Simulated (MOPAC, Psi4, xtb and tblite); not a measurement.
Relaxed torsion scan: SMILES C(C)C[SiH2]OC. Scanned: dihedral C1–C2–C3–Si4; all other coordinates were relaxed at GFN2-xTB. Points at φ and −φ are mirror images. Heavy atoms are numbered in the order of the SMILES CCC[SiH2]OC, hydrogens after them in the order of the atoms that carry them; the mirror image has the same energies with the sign of each dihedral reversed.

Methods: GFN2-xTB (xtb and tblite); PM3, restricted, heats of formation // GFN2-xTB (MOPAC); PBE0-D3(BJ)/def2-SVP // GFN2-xTB (Psi4).

Energies in kcal/mol, each method relative to its own lowest point.

```csv
φ / °,GFN2-xTB,PM3,PBE0-D3(BJ)/def2-SVP
-160,0.6,0.4,0.6
-140,1.9,1.2,2.0
-120,2.6,1.7,2.7
-100,1.7,1.4,1.9
-80,0.4,0.8,0.9
-60,0.0,0.9,0.4
-40,1.0,1.9,1.2
-20,2.8,3.3,3.0
0,3.8,4.0,4.0
20,2.8,3.3,3.0
40,1.0,1.9,1.2
60,0.0,0.9,0.4
80,0.4,0.8,0.9
100,1.7,1.4,1.9
120,2.6,1.7,2.7
140,1.9,1.2,2.0
160,0.6,0.4,0.6
180,0.0,0.0,0.0
```
